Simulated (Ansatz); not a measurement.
**AlGeH4F (SMILES [F][AlH][GeH3]): the energy to break a bond**

AlGeH4F has 7 atoms, charge 0, and is taken as a singlet. SMILES: `[F][AlH][GeH3]`. Geometry: optimised at B3LYP/def2-SVP.

| atom | x (Å) | y (Å) | z (Å) |
| --- | --- | --- | --- |
| F | -2.0215 | -1.5175 | 0.7215 |
| Al | -0.4939 | -1.3298 | 0.0673 |
| Ge | 0.4300 | 0.9641 | -0.0668 |
| H | 0.2032 | -2.6626 | -0.4203 |
| H | 0.1014 | 1.6132 | -1.4338 |
| H | -0.1297 | 1.9019 | 1.0259 |
| H | 1.9718 | 0.9627 | 0.0607 |

Wanted: the dissociation energy of the Ge3–Al2 bond into doublet GeH3 and doublet AlHF (shapes relaxed at B3LYP/def2-SVP, no zero-point term). 1 Eh = 2625.50 kJ/mol = 27.2114 eV. Totals in Eh; open shells run unrestricted unless said.

```tsv
level	program	AlGeH4F	doublet GeH3	doublet AlHF
HF/def2-TZVP	Ansatz	-2419.174245	-2077.068191	-342.026850
PBE/def2-TZVP	Ansatz	-2421.239728	-2078.420965	-342.712012
MP2/def2-TZVP, 15 core orbitals frozen	Ansatz	-2419.755341	-2077.308367	-342.336016
```

Question: Work out the dissociation energy at each level.

Answer: 
1. HF/def2-TZVP: (-2077.068191) + (-342.026850) − (-2419.174245) = 0.079204 Eh = 208.0 kJ/mol = 2.16 eV.
2. PBE/def2-TZVP: (-2078.420965) + (-342.712012) − (-2421.239728) = 0.106751 Eh = 280.3 kJ/mol = 2.90 eV.
3. MP2/def2-TZVP: (-2077.308367) + (-342.336016) − (-2419.755341) = 0.110958 Eh = 291.3 kJ/mol = 3.02 eV.

The levels span 208 to 291 kJ/mol; no measured value is set beside them. Hartree–Fock lacks the correlation of the bonding electrons, so it comes out low. A bond enthalpy at 298 K also holds the loss of zero-point energy and thermal terms.
